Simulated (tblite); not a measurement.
Compound: C₇H₁₃BO.
Atom-mapped SMILES: `[CH3:1][B:2]([CH3:3])[CH2:4][CH2:5][C:6]1=[CH:7][CH2:8][O:9]1` (hydrogens: H10, H11, H12 on C1; H13, H14, H15 on C3; H16, H17 on C4; H18, H19 on C5; H20 on C7; H21, H22 on C8)

Computed with GFN2-xTB (tblite), gas phase: L-BFGS steps from a force-field or distance-geometry start until the largest atomic force falls under 0.01 eV/Å.

Step 17: E = -730.4444 eV
```
atom  x, y, z in Å  |  force x, y, z in eV/Å
C1     -2.4966   -1.1116    0.7847    0.030   0.059   0.007
B2     -1.8833    0.1734    0.0976   -0.028  -0.006  -0.072
C3     -2.8674    1.2573   -0.5019    0.022   0.004   0.009
C4     -0.3189    0.4555    0.1068   -0.036  -0.013   0.008
C5      0.5794   -0.6300   -0.5205   -0.006   0.012  -0.018
C6      2.0089   -0.3003   -0.3165   -0.016   0.036  -0.032
C7      3.1069   -0.8296    0.2319    0.016  -0.057   0.039
C8      3.8438    0.4184   -0.1532   -0.071   0.059  -0.052
O9      2.6018    0.8919   -0.7229    0.013   0.044   0.001
H10    -1.7684   -1.8181    1.1767    0.010   0.017  -0.051
H11    -3.1122   -0.7890    1.6253   -0.015  -0.030   0.004
H12    -3.1702   -1.6563    0.1234    0.057   0.031   0.003
H13    -3.7023    0.8279   -1.0550    0.050  -0.014   0.041
H14    -3.3144    1.8313    0.3110    0.003  -0.042   0.027
H15    -2.3747    1.9819   -1.1454    0.005  -0.020  -0.050
H16    -0.0133    0.5561    1.1536    0.001   0.000   0.025
H17    -0.0656    1.3984   -0.3801    0.002   0.019   0.011
H18     0.3874   -0.6859   -1.5948   -0.083   0.024  -0.009
H19     0.3822   -1.6105   -0.0851    0.007   0.012   0.028
H20     3.3737   -1.7386    0.7156    0.068  -0.106   0.097
H21     4.6215    0.3289   -0.9129   -0.036   0.005   0.028
H22     4.1714    1.0684    0.6601    0.005  -0.035  -0.042
```

Step 18: E = -730.4464 eV
```
atom  x, y, z in Å  |  force x, y, z in eV/Å
C1     -2.4942   -1.1090    0.7844    0.029   0.058  -0.009
B2     -1.8841    0.1776    0.0986    0.031  -0.006  -0.046
C3     -2.8673    1.2601   -0.5016    0.020  -0.016   0.008
C4     -0.3188    0.4574    0.1095   -0.014  -0.034  -0.013
C5      0.5768   -0.6321   -0.5195   -0.002   0.026  -0.014
C6      2.0071   -0.3028   -0.3146   -0.013   0.011  -0.022
C7      3.1069   -0.8307    0.2334    0.016  -0.048   0.038
C8      3.8407    0.4197   -0.1545   -0.048   0.020  -0.027
O9      2.5973    0.8906   -0.7225    0.032   0.024   0.016
H10    -1.7635   -1.8156    1.1714    0.007   0.021  -0.037
H11    -3.1115   -0.7919    1.6255   -0.013  -0.032   0.008
H12    -3.1646   -1.6521    0.1193    0.039   0.018   0.000
H13    -3.6996    0.8222   -1.0499    0.014  -0.010   0.009
H14    -3.3178    1.8329    0.3098    0.013  -0.021   0.025
H15    -2.3778    1.9819   -1.1507   -0.001  -0.016  -0.029
H16    -0.0123    0.5532    1.1576   -0.009   0.018  -0.020
H17    -0.0631    1.3997   -0.3801    0.001  -0.016   0.052
H18     0.3866   -0.6846   -1.5950   -0.085   0.024   0.014
H19     0.3766   -1.6143   -0.0868    0.016   0.053   0.018
H20     3.3796   -1.7389    0.7190    0.038  -0.052   0.064
H21     4.6195    0.3277   -0.9132   -0.051   0.011   0.014
H22     4.1731    1.0685    0.6582   -0.019  -0.030  -0.048
```

Task: Estimate the geometry and energy of step 19. (The exact step hangs on the optimiser's Hessian estimate; all steps are aligned on step 18, rigid shifts and turns removed.)

Result: E = -730.4476 eV, largest force 0.085 eV/Å
```
atom  x, y, z in Å  |  force x, y, z in eV/Å
C1     -2.4923   -1.1066    0.7842    0.019   0.037  -0.013
B2     -1.8842    0.1800    0.0983    0.058  -0.003  -0.019
C3     -2.8669    1.2615   -0.5014    0.014  -0.021   0.001
C4     -0.3190    0.4580    0.1108    0.010  -0.030  -0.019
C5      0.5754   -0.6327   -0.5193    0.001   0.028  -0.008
C6      2.0063   -0.3040   -0.3138   -0.004  -0.017  -0.006
C7      3.1069   -0.8320    0.2348    0.002  -0.024   0.021
C8      3.8380    0.4206   -0.1557   -0.014  -0.026   0.005
O9      2.5950    0.8904   -0.7221    0.020  -0.007   0.023
H10    -1.7606   -1.8137    1.1676    0.012   0.022  -0.024
H11    -3.1113   -0.7943    1.6257   -0.007  -0.028   0.007
H12    -3.1605   -1.6493    0.1171    0.023   0.010  -0.008
H13    -3.6976    0.8188   -1.0468   -0.010  -0.010  -0.011
H14    -3.3194    1.8332    0.3096    0.022  -0.009   0.019
H15    -2.3795    1.9814   -1.1543   -0.006  -0.011  -0.013
H16    -0.0120    0.5518    1.1595   -0.017   0.022  -0.039
H17    -0.0617    1.4002   -0.3792    0.001  -0.028   0.065
H18     0.3844   -0.6834   -1.5949   -0.079   0.021   0.024
H19     0.3738   -1.6155   -0.0872    0.021   0.068   0.012
H20     3.3838   -1.7403    0.7223    0.009   0.009   0.026
H21     4.6174    0.3273   -0.9130   -0.048   0.011  -0.008
H22     4.1737    1.0680    0.6562   -0.029  -0.014  -0.035
```

The energy changes by -0.0012 eV. The first-order estimate −F·Δx gives -0.0017 eV and the mean of the old and new forces, exact on a quadratic surface, -0.0012 eV. The step makes an angle of 61° with the force vector and moves no atom by more than 0.006 Å.

The cost below is that of the whole relaxation. Time: 1.3 s wall. Hardware: an Arm Neoverse N1 with one thread, no GPU, on a shared host.
